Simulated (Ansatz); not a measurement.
C4H10AlO2 (SMILES CC[O][Al+][O]CC), charge +1, singlet, geometry from GFN2-xTB (such geometries of metal compounds can be far from the true shape). Base run: CCSD(T)/6-31G* (Ansatz, a quantum-chemistry and plane-wave program).

The Ansatz input:
Ansatz 0.2 input:
```yaml
crystal:
  periodic: [false, false, false]
  atoms:
    - {symbol: Al, position_ang: [-0.00822737, 0.03794506, -0.00287840]}
    - {symbol: O, position_ang: [-1.59769997, -0.27851310, -0.17899019]}
    - {symbol: C, position_ang: [-2.64904094, -0.64359554, 0.72362310]}
    - {symbol: C, position_ang: [-2.25755280, -0.30057136, 2.14420338]}
    - {symbol: H, position_ang: [-3.52604352, -0.07364592, 0.40407054]}
    - {symbol: H, position_ang: [-2.83967804, -1.71337710, 0.60644694]}
    - {symbol: H, position_ang: [-2.17390254, 0.78102768, 2.26409564]}
    - {symbol: H, position_ang: [-2.97163523, -0.68578690, 2.86928355]}
    - {symbol: H, position_ang: [-1.27488114, -0.76096394, 2.34600586]}
    - {symbol: O, position_ang: [1.56413623, 0.43331083, 0.16724772]}
    - {symbol: C, position_ang: [2.70016484, 0.40780944, -0.70573709]}
    - {symbol: C, position_ang: [2.24673363, 0.35046993, -2.14798853]}
    - {symbol: H, position_ang: [3.25408716, 1.32792305, -0.49921614]}
    - {symbol: H, position_ang: [3.31076948, -0.45932158, -0.44163272]}
    - {symbol: H, position_ang: [1.72877774, 1.27191146, -2.41982527]}
    - {symbol: H, position_ang: [3.07837069, 0.19351730, -2.83194150]}
    - {symbol: H, position_ang: [1.54777271, -0.49762641, -2.25053307]}
basis:
  gaussian:
    orbitals: 6-31G*
total_charge: 1
magnetization: {spin_polarized: false}
correlation: {method: ccsd_t}
```

Each row names what was changed in the base input (with any setting that the change needs).

| change | ΔE vs base (kcal/mol) | MP2 correlation (Eh) | CC correlation without the perturbative part (Eh) | basis functions | core-seconds (rough) |
|---|---|---|---|---|---|
| base | 0.000 | -0.92134 | -0.97863 | 129 | 20 |
| electrons = outside_noble_gas | 0.000 | -0.92134 | -0.97863 | 129 | 20 |
| diis_vectors = 4 | -0.001 | -0.92134 | -0.97863 | 129 | 20 |
| electrons = all | … | … | … | 129 | 30 |
| method = rpa | -20.38 | - | - | 129 | 4 |
| method = bccd | … | -0.92134 | -0.97602 | 129 | 10 |
| reference functional = pbe0 | … | - | … | 129 | 20 |
| method = bccd_t | -0.223 | -0.92134 | -0.97602 | 129 | 20 |
| accuracy = high | -0.008 | -0.92134 | -0.97863 | 129 | 50 |
| diis_vectors = 2 | 0.000 | -0.92134 | -0.97863 | 129 | 20 |

### Question
Some entries are withheld; supply them.

### Answer

- electrons = all, ΔE vs base (kcal/mol): -21.38
- electrons = all, MP2 correlation (Eh): -0.95556
- electrons = all, CC correlation without the perturbative part (Eh): -1.01209
- method = bccd, ΔE vs base (kcal/mol): 18.52
- reference functional = pbe0, ΔE vs base (kcal/mol): 2.84
- reference functional = pbe0, CC correlation without the perturbative part (Eh): -1.00364
